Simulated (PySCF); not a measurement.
**Energy profile**

The step: SnH₄O ([OH][SnH3]) + HF → SnH₃F ([F][SnH3]) + H₂O; bonds formed: Sn1–F7, O2–H6; bonds broken: Sn1–O2, H6–F7 (atoms numbered as in the saddle structure below).

```
8
angstrom
Sn -0.0669 -0.7165 0.4836
O 0.7642 0.8605 -0.7401
H -1.5377 -1.3688 -0.0625
H 1.1971 -1.7620 -0.0546
H 0.1643 -0.3544 2.1211
H -0.1755 1.3651 -0.4032
F -1.1572 1.2679 0.3428
H 0.8119 0.7084 -1.6872
```

Electronic energies by CCSD(T) at an estimated basis limit (MP2 extrapolated from triple and quadruple zeta, plus CCSD(T) − MP2 in triple zeta), on PBE0-D4/def2-TZVP structures; SnH₅OF, closed shell; no counterpoise correction. Computed with PySCF 2.14 with density fitting (its default auxiliary sets; JK sets also for MP2 and CCSD(T)) (basis: def2-TZVPP and def2-QZVPP); correlated methods freeze the cores. Filled d shells of the heavier atoms are correlated. Core potentials replace the inner electrons of the atoms past krypton. The def2 sets are not built for correlating such inner shells, so the correlated values are less sure here. Extrapolation: Hartree–Fock as exp(−7.88 √X), correlation as X^−2.97.

Question: Give the profile in kJ/mol, counted from the separated reactants. (Judge from chemistry; the value comes from the calculation.)

Answer: By the calculation:
```
                                                                                           point  kJ/mol
separated: SnH₄O (linked as [OH][SnH3]; Sn1, O2, H3, H4, H5, H8; singlet) + HF (H6, F7; singlet)     0.0
                                                                                 start structure   -46.0
                                                                                          saddle     0.2
                                                                                   end structure   -66.2
separated: SnH₃F (linked as [F][SnH3]; Sn1, H3, H4, H5, F7; singlet) + H₂O (O2, H6, H8; singlet)   -38.2
```

T1 diagnostic: at most 0.014.

Steps of this kind, hydrogen fluoride cutting a network bond, underlie vapour etching and the fluorination step of atomic layer etching.

For scale, one of the runs: CCSD(T)/def2-TZVPP, 182 basis functions, launched by `OMP_NUM_THREADS=4 python run.py`. Time: 6.9 min of wall clock on 4 CPU threads of an Arm Neoverse V2; the host was shared. Peak host memory: 2.6 GiB.
